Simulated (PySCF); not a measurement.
**Spin–spin coupling constants**

Bonds (- single, = double, # triple, : aromatic): C1-N2 1.444 Å, N2-B3 1.388 Å, B3-As4 2.040 Å. C1 carries H5, H6, H7; N2 carries H8; B3 carries H9; As4 carries H10, H11.

Couplings: B3LYP/pcJ-1 (pcSseg-1 on As) (spin–dipole term only in couplings to heteroatoms) in PySCF 2.14, geometry PBE0-D3(BJ)/def2-SVP; gas phase, one conformer, non-relativistic. Couplings are averaged over pairs made equivalent by symmetry, fast rotation or ring inversion, so a value needn't be that of the named pair in this geometry, while other rotamers aren't included; one pair stands for each set, and the list holds those of at least 0.8 Hz over up to four bonds.

Isotopes: ¹¹B, ¹H, ¹³C, ¹⁵N.

| pair | bonds | J (Hz) |
| --- | --- | --- |
| C1, N2 | 1 | -11.2 |
| C1, H5 | 1 | 141.4 |
| N2, B3 | 1 | -30.2 |
| N2, H8 | 1 | -83.7 |
| B3, H9 | 1 | 147.5 |
| C1, H8 | 2 | 2.2 |
| N2, H9 | 2 | ? |
| B3, H10 | 2 | -5.1 |
| H5, H6 | 2 | -13.6 |
| H10, H11 | 2 | ? |
| C1, H9 | 3 | ? |
| N2, H10 | 3 | ? |
| B3, H5 | 3 | 4.6 |
| H5, H8 | 3 | ? |
| H8, H9 | 3 | 12.6 |
| H9, H10 | 3 | 4.8 |
| H8, H10 | 4 | -0.9 |

**Question.** Estimate the withheld couplings, with signs.

**Answer.** 
- ²J(N2,H9) = -2.0 Hz (angle at B3 119°)
- ²J(H10,H11) = -9.9 Hz (angle at As4 93°)
- ³J(C1,H9) = 9.0 Hz (dihedral angle 0°)
- ³J(N2,H10) = -3.1 Hz (dihedral angle 29°)
- ³J(H5,H8) = 7.2 Hz (mean over equivalent pairs that range from 2.7 to 15.9 Hz in this conformer)

Relativistic effects of the heavier atoms present are left out.
